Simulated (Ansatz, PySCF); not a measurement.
Noncovalent pair: CH2O (SMILES C=O) (first 4 atoms) with CH6Si (SMILES C[SiH3]); geometry from B3LYP-D3(BJ)/def2-TZVP, rigid monomers moved along the line of their centres of mass till O2···Si6 is 5.87 Å.
(charge 0, multiplicity 1):
```xyz
12

C      0.172     0.234    -0.280
O     -0.816    -0.035     0.346
H      1.151     0.388     0.211
H      0.153     0.341    -1.381
C     -1.320    -0.750     6.357
Si     0.470    -0.283     6.069
H     -1.394    -1.732     6.829
H     -1.855    -0.780     5.408
H     -1.811    -0.025     7.009
H      1.208    -0.237     7.358
H      0.591     1.055     5.440
H      1.158    -1.266     5.198
```

Interaction energies are E(AB) − E(A) − E(B) at the monomers' geometry in the complex; basis-set methods are counterpoise corrected.

Frozen-core correlation.

Codes used: Ansatz (Gaussian orbitals); PySCF for the dispersion terms. Values without a source in brackets are computed.

PBE/def2-TZVPPD gives -0.18 kcal/mol for the interaction energy.

Task: How do the other levels lie against it? Give each less PBE: PBE-D3(BJ)/def2-TZVPPD, r2SCAN/def2-TZVPPD, B3LYP/def2-TZVPPD, wB97M-V/def2-TZVPPD, MP2/aug-cc-pV(D+d)Z, CCSD(T)/aug-cc-pV(D+d)Z.

Result: PBE-D3(BJ)/def2-TZVPPD -0.08; r2SCAN/def2-TZVPPD 0.00; B3LYP/def2-TZVPPD 0.03; wB97M-V/def2-TZVPPD -0.08; MP2/aug-cc-pV(D+d)Z -0.07; CCSD(T)/aug-cc-pV(D+d)Z -0.07 kcal/mol. 2 of 6 lie above PBE; the widest gap is to PBE-D3(BJ)/def2-TZVPPD.

Ansatz is a quantum-chemistry and plane-wave program.
